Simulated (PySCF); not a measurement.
Compound: C7H9 (doublet state).
Z-matrix (Å and degrees, GFN2-xTB geometry), rows numbered from 1:
```
C 
C   1  1.3575
C   2  1.4052  1  128.18
C   3  1.4051  2  128.84  1   -11.75
C   4  1.3575  3  128.24  2   -11.58
C   5  1.4897  4  125.32  3     0.40
C   1  1.4899  2  125.30  3     0.45
H   1  1.0809  2  118.27  3  -177.79
H   2  1.0843  1  116.65  3   176.22
H   3  1.0827  2  115.60  1   168.33
H   4  1.0843  3  115.06  2   172.13
H   5  1.0808  4  118.24  3  -177.82
H   6  1.0956  5  109.60  4   -72.25
H   6  1.0920  5  109.33  4   170.11
H   7  1.0957  1  109.66  2   -72.07
H   7  1.0921  1  109.33  2   170.32
```

The species is `C1C=C[CH]CCC=1` [radical].

Level of theory: UKS B3LYP, pcH-1 on C H, non-relativistic, mean-field spin-orbit, GIAO in PySCF 2.14.0. One conformer (not necessarily the lowest) at the GFN2-xTB geometry, without solvent, vibrations or thermal averaging. The geometry wasn't refined by DFT: couplings that depend on bond lengths, twists or pyramidal angles can differ widely from those at the functional's own minimum. The SCF solution wasn't tested for stability. ⟨S²⟩ is 0.788 where a pure state has 0.75.

Principal values of hyperfine tensors in MHz (contact and dipolar terms together), for some of the nuclei:

```csv
atom,isotope,A1,A2,A3,alike by the symmetry of this geometry
H15,1H,48.03,51.21,54.19,H13
C3,13C,5.33,7.93,130.18,none
C5,13C,2.74,4.61,112.46,C1
C4,13C,-61.84,-27.54,-22.76,C2
H10,1H,-56.09,-35.95,-15.05,none
H14,1H,9.94,10.95,17.08,H16
H9,1H,8.23,10.74,18.03,H11
C6,13C,1.92,2.59,6.05,C7
```

Question: Split each tensor into its isotropic and traceless parts, and turn a_iso into mT with g = 2.0025.

Answer: a_iso = (A1 + A2 + A3)/3, Ti = Ai − a_iso; 1 mT corresponds to 28.028 MHz.

```json
{"atom": "H15", "a_iso (MHz)": "51.14", "a_iso (mT)": "1.825", "T1": "-3.11", "T2": "0.07", "T3": "3.05"}
{"atom": "C3", "a_iso (MHz)": "47.81", "a_iso (mT)": "1.706", "T1": "-42.49", "T2": "-39.88", "T3": "82.37"}
{"atom": "C5", "a_iso (MHz)": "39.94", "a_iso (mT)": "1.425", "T1": "-37.20", "T2": "-35.32", "T3": "72.52"}
{"atom": "C4", "a_iso (MHz)": "-37.38", "a_iso (mT)": "-1.334", "T1": "-24.46", "T2": "9.84", "T3": "14.62"}
{"atom": "H10", "a_iso (MHz)": "-35.70", "a_iso (mT)": "-1.274", "T1": "-20.40", "T2": "-0.25", "T3": "20.65"}
{"atom": "H14", "a_iso (MHz)": "12.65", "a_iso (mT)": "0.451", "T1": "-2.71", "T2": "-1.71", "T3": "4.42"}
{"atom": "H9", "a_iso (MHz)": "12.33", "a_iso (mT)": "0.440", "T1": "-4.11", "T2": "-1.60", "T3": "5.70"}
{"atom": "C6", "a_iso (MHz)": "3.52", "a_iso (mT)": "0.126", "T1": "-1.60", "T2": "-0.93", "T3": "2.53"}
```

Question: What spin density at the nucleus of C6 lies behind its contact coupling (g_N = 1.40482)?

Answer: a_FC = 800.24 MHz bohr³ × g_N × ρ(0)/(2S). With a_FC = 3.52 MHz and 2S = 1, ρ(0) = 0.003132 bohr⁻³.

Question: H12 (1H, g_N = 5.58569) isn't in the table. Its spin density at the nucleus is -0.006493 bohr⁻³. What is its contact coupling?

Answer: By the same relation, a_FC = -29.0 MHz. Its full tensor has the principal values -46.93, -29.65, -10.49 MHz.

Question: Which nucleus of the table has the largest anisotropic coupling, and what is its form?

Answer: C3: -42.5, -39.9, 82.4 MHz, nearly axial, close to the ratio −1:−1:+2, the form that spin in one p orbital centred on that nucleus gives.

Question: In a single crystal, with the field along each principal axis of the tensor of C3 in turn, what first-order splitting does this nucleus give (isotropic g, quadrupole terms neglected)?

Answer: 2 lines (I = 1/2), spaced by |A_i|/(g × 13.996): 0.19, 0.28, 4.64 mT along the axes of A1, A2 and A3.
